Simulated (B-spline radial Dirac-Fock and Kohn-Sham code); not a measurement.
ΔSCF core binding energies without Breit or QED terms, calculated with a B-spline atomic structure program.

A sound run for the Al⁺ ion, [Ne] 3s2: The ground state converged in 9 iterations, with total energy -242.12905 Ha, virial ratio 1.99624 and highest orbital energy -17.78 eV. ΔSCF binding energies: K (1s) 1579.6 eV, L3 (2p3/2) 90.48 eV. Holes are computed only in closed shells, and unreliable hole states are left out.

A second run, with one unsound setting: The ground state converged in 9 iterations, with total energy -241.65035 Ha, virial ratio 1.99977 and highest orbital energy -17.78 eV. ΔSCF binding energies: K (1s) 1574.7 eV, L3 (2p3/2) 90.72 eV. Holes are computed only in closed shells, and unreliable hole states are left out.

```
iter   energy (Ha)        error
   1     -241.18933347  1.14e+00
   2     -241.61840783  1.76e-01
   3     -241.64585122  6.38e-02
   4     -241.64966189  2.34e-02
   5     -241.65030259  5.92e-03
   6     -241.65035270  4.01e-04
   7     -241.65035433  6.15e-05
   8     -241.65035437  1.77e-06
   9     -241.65035437  1.39e-07
```

Question: Which fault fits the second run best?
A. unbound anion
B. tolerance below the noise
C. mesh too coarse
D. too few iterations

Answer: C. The input had h = 0.9: h is too large to resolve the orbitals.
